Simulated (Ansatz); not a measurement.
Calculated with Ansatz (gas phase, PBE0-D4/def2-TZVP geometries, no zero-point term in ΔE). CCSD(T)/CBS adds triple-zeta CCSD(T) − MP2 to the extrapolated MP2 energy (def2 sets, frozen cores). This one scheme is used for every species. DFT in def2-TZVPP. For Zn outer-core shells are correlated without core-valence functions, which leaves a few kJ/mol of doubt a bond. Scalar relativity is left out up to krypton. One conformer a species, not always the lowest.

Consider the cleavage of the Zn–B bond: `[BH2][Zn][F]` + CH₃SH → `C[S][Zn][F]` + BH₃.

`[BH2][Zn][F]`:

```xyz
5

B     0.053   -0.451   -0.795
Zn   -0.065    0.551    0.971
F    -0.168    1.418    2.499
H    -0.448   -1.527   -0.938
H     0.628    0.009   -1.737
```

CH₃SH:

Z-matrix (Å, degrees):
```
C
S 1 1.806
H 1 1.089 2 111.5
H 1 1.089 2 111.5 3 -123.8
H 1 1.090 2 106.2 3 118.1
H 2 1.342 1 97.1 3 61.9
```

`C[S][Zn][F]`:

```xyz
7

C     0.942    0.635   -0.220
S    -0.846    0.990   -0.135
Zn   -1.667   -0.927    0.347
F    -2.358   -2.486    0.741
H     1.176   -0.083   -1.004
H     1.421    1.583   -0.465
H     1.332    0.288    0.735
```

BH₃:

```xyz
4

B     0.000    0.000    0.000
H     0.137    1.179    0.122
H     0.140   -0.718    0.943
H    -0.277   -0.462   -1.065
```

CCSD(T)/CBS gives -0.84 eV.

(1) Another level gave -0.72 eV. Which?
A. LDA (SPW92)/def2-TZVPP
B. PBE-QIDH/def2-TZVPP
C. revPBE/def2-TZVPP
D. LC-ωPBE/def2-TZVPP

(2) What do rigid-rotor, harmonic-oscillator terms from PBE0-D4/def2-TZVP frequencies (298.15 K, 1 bar) make of the CCSD(T)/CBS value? (An estimate is asked.)

Largest T1 diagnostic among the species: 0.016.

## Answers

(1) D. LC-ωPBE -0.72, revPBE -0.65, PBE-QIDH -0.82, LDA (SPW92) -0.61 eV.

(2) The calculation gave: ΔZPE = -0.01 eV, ΔH = -0.83 eV, ΔS = -10 J/(mol·K), ΔG = -0.80 eV.

At CCSD(T), def2-SVP lies +0.12 eV from the extrapolated value and def2-TZVPP +0.07 eV. In def2-TZVPP, CCSD(T) changes the Hartree–Fock value by +0.19 eV (the triples alone add +0.00 eV) and MP2 by +0.12 eV. The D4 term adds −0.04 eV with B3LYP and −0.02 eV with PBE0; it sums over pairs of atoms, weighted by their polarisabilities, and B3LYP, whose exchange is more repulsive, gets the larger term.

B3LYP here is the variant with VWN-RPA as its local correlation; programs differ in this.
